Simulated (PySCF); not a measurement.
Zero-point energy (kcal/mol) of eight silicon and germanium compounds: PBE-D3(BJ) beside PBE0-D3(BJ), computed with PySCF for isolated molecules in the bases named; differences from unrounded values. The eight are the first of their class met in an unordered collection, after screening for sound electronic states; none was chosen by its value. Each level has its own optimised geometry.

| molecule | basis | PBE0-D3(BJ) |
|---|---|---|
| C3H7FOSi, SMILES FC[SiH2]CC=O | def2-SVP | 58.85 |
| CH11ClSi4, SMILES [SiH3][SiH](C[SiH2]Cl)[SiH3] | def2-SVP | 65.94 |
| Si(Cl)(Br)(Me)(OH) (CH4BrClOSi), SMILES C[Si](O)(Cl)Br | def2-SVP | 34.29 |
| C3H6OSi2, SMILES O=C[Si@H]1C=C[SiH2]1 | def2-SVP | 48.07 |
| CH₅F₃Si₂, SMILES F[Si@@H](C)[SiH](F)F | def2-SVP | 40.12 |
| C2H3Cl2FSi, SMILES Cl/C=C(/F)[SiH2]Cl | def2-SVP | 28.18 |
| C₃H₆FNSi, SMILES F[C@H]1C[SiH2]C=N1 | def2-SVP | 54.32 |
| C₂H₉NSi₃, SMILES C1C([SiH3])=N[SiH2][SiH2]1 | def2-SVP | 61.04 |

**Question.** Estimate the PBE-D3(BJ) values and say how PBE-D3(BJ) differs from PBE0-D3(BJ) over the set. (The exact figures need the calculation; the answer reports its results.)

**Answer.** 
```csv
molecule,PBE-D3(BJ),difference
"C3H7FOSi, SMILES FC[SiH2]CC=O",56.71,-2.14
"CH11ClSi4, SMILES [SiH3][SiH](C[SiH2]Cl)[SiH3]",63.81,-2.13
"Si(Cl)(Br)(Me)(OH) (CH4BrClOSi), SMILES C[Si](O)(Cl)Br",33.19,-1.10
"C3H6OSi2, SMILES O=C[Si@H]1C=C[SiH2]1",46.20,-1.87
"CH₅F₃Si₂, SMILES F[Si@@H](C)[SiH](F)F",38.79,-1.33
"C2H3Cl2FSi, SMILES Cl/C=C(/F)[SiH2]Cl",27.08,-1.10
"C₃H₆FNSi, SMILES F[C@H]1C[SiH2]C=N1",52.23,-2.09
"C₂H₉NSi₃, SMILES C1C([SiH3])=N[SiH2][SiH2]1",58.86,-2.18
```
PBE-D3(BJ) lies below PBE0-D3(BJ) in 8 and above it in 0 of the eight; the mean signed difference is -1.74 and the largest -2.18 kcal/mol.
